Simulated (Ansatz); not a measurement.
Job for Ansatz (a program for electronic structure): R-B3LYP/def2-TZVPP on AlFH2 (SMILES [F][AlH2]), atoms moved off the minimum.

Ansatz 0.2 input:
```yaml
crystal:
  periodic: [false, false, false]
  atoms:
    - {symbol: Al, position_ang: [-0.20733867, -0.43362880, 0.18658000]}
    - {symbol: H, position_ang: [0.42172632, -1.24691803, 1.24611197]}
    - {symbol: H, position_ang: [-1.52990240, -0.73095480, -0.52368260]}
    - {symbol: F, position_ang: [0.48470994, 0.87397658, -0.28835657]}
basis:
  gaussian:
    orbitals: def2-TZVPP
hamiltonian:
  xc: {name: B3LYP}
scf: {lower_state_search: off}
output: {forces: true}
```

The head of its log:

```
WARN ansatz: RAYON_NUM_THREADS=1 ignored (pool sized by the plan → 1); use --threads N
Functional definition: B3LYP
these checks for a lower state are left out or cut short: stability, starts, cluster_reference, orbital_swaps, neighbouring_geometries, increment
integrals: 0.02 GiB planned
567 factors; their error is unknown
mean field: 0.24 GiB planned
mean field evaluation 1: about -9347.3653 eV, gradient 4.1e1 eV
mean field evaluation 2: about -9342.2632 eV, gradient 7.5e1 eV
```

### Question
Predict the final total energy.

### Answer
-343.6027 hartree.
